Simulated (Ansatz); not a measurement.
Trimethylarsine, C3H9As. Charge 0, multiplicity 1. The geometry is a stationary point of PBE0-D4/def2-TZVP.

```xyz
13

C    -1.145   -0.836    0.937
As   -0.761    0.620   -0.325
C     0.780    1.369    0.637
C     0.262   -0.449   -1.618
H    -1.568   -0.419    1.852
H    -0.240   -1.396    1.181
H    -1.880   -1.512    0.496
H     1.493    0.588    0.910
H     1.278    2.106    0.005
H     0.432    1.872    1.541
H     0.740    0.216   -2.339
H    -0.417   -1.109   -2.159
H     1.026   -1.048   -1.118
```

(1) What is the dipole moment at B3LYP/def2-TZVPP? (Estimate.)

(2) And with PBE, r2SCAN, ωB97M-V? (An estimate is asked.)

(3) Give the Mulliken charges with B3LYP, ωB97M-V, r2SCAN in def2-TZVPP. (Best estimate.)

## Answers

(1) The calculation gave: 0.88 D, with components (0.65, -0.53, 0.28) D in this frame, pointing from negative to positive charge.

(2) The calculation gave: PBE 0.92 D, r2SCAN 1.02 D, ωB97M-V 0.90 D.

(3) The calculation gave: 
```tsv
atom	B3LYP	ωB97M-V	r2SCAN
C1	-0.42	-0.47	-0.32
As2	0.27	0.23	0.24
C3	-0.42	-0.47	-0.32
C4	-0.42	-0.47	-0.32
H5	0.11	0.14	0.09
H6	0.10	0.12	0.07
H7	0.11	0.14	0.09
H8	0.10	0.12	0.07
H9	0.11	0.14	0.09
H10	0.11	0.14	0.09
H11	0.11	0.14	0.09
H12	0.11	0.14	0.09
H13	0.10	0.12	0.07
```

B3LYP here is the variant with VWN-RPA as its local correlation; programs differ in this.

Computed with Ansatz.
